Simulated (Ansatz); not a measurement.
Consider the formal exchange of groups at the Si–Cl bond: `S[Si]Cl` + `CC` → `CC[Si]S` + HCl.

Calculated with Ansatz (gas phase, PBE0-D4/def2-TZVP geometries, no zero-point term in ΔE). CCSD(T)/CBS is frozen-core, at the limit of the def2 triple- and quadruple-zeta sets. DFT in def2-TZVPP. Each species was taken in one conformer, which may not be the lowest.

`S[Si]Cl`:

Z-matrix (Å, degrees):
```
S
Si 1 2.135
H 1 1.346 2 92.8
Cl 2 2.086 1 97.3 3 -180.0
```

`CC`:

```xyz
8

C    -0.688    0.086    0.309
C     0.688   -0.086   -0.309
H    -1.466    0.132   -0.457
H    -0.933   -0.746    0.974
H    -0.751    1.005    0.896
H     1.466   -0.132    0.457
H     0.933    0.746   -0.974
H     0.751   -1.005   -0.896
```

`CC[Si]S`:

Cartesian coordinates in Å:
```
C -0.894 0.570 1.089
C -0.099 0.092 -0.121
Si 1.301 -1.130 0.317
S 2.102 -1.469 -1.634
H -1.690 1.262 0.804
H -0.254 1.086 1.809
H -1.360 -0.266 1.617
H -0.754 -0.403 -0.849
H 0.350 0.940 -0.655
H 1.298 -0.683 -2.377
```

HCl:

```xyz
2

Cl   -0.128   -0.531    0.332
H     0.128    0.531   -0.332
```

Task: Is it downhill or uphill in electronic energy at CCSD(T)/CBS, and by how much? (Estimate.)

Result: Ansatz gave: Uphill: ΔE = +146.1 kJ/mol.

Task: What do these levels give: BLYP-D4, r2SCAN0-D4, PBE-QIDH, HF/def2-TZVPP, SCS-MP2/def2-TZVPP, MP2/def2-QZVPP? (An estimate is asked.)

Result: Computed: BLYP-D4 151.1, r2SCAN0-D4 151.2, PBE-QIDH 148.0, HF/def2-TZVPP 157.3, SCS-MP2/def2-TZVPP 146.7, MP2/def2-QZVPP 148.5 kJ/mol.

Largest T1 diagnostic among the species: 0.014.

The D4 term adds −5.6 kJ/mol with B3LYP and −3.2 kJ/mol with PBE0; it sums over pairs of atoms, weighted by their polarisabilities, and B3LYP, whose exchange is more repulsive, gets the larger term. Leaving LDA and LC-ωPBE aside and taking each functional with its dispersion term where it has one, the values, not all of them listed here, spread over 8.0 kJ/mol, from revPBE-D4 to B97M-V. LDA lies −8.9 kJ/mol from PBE without D4.

B3LYP here is the variant with VWN-RPA as its local correlation; programs differ in this.
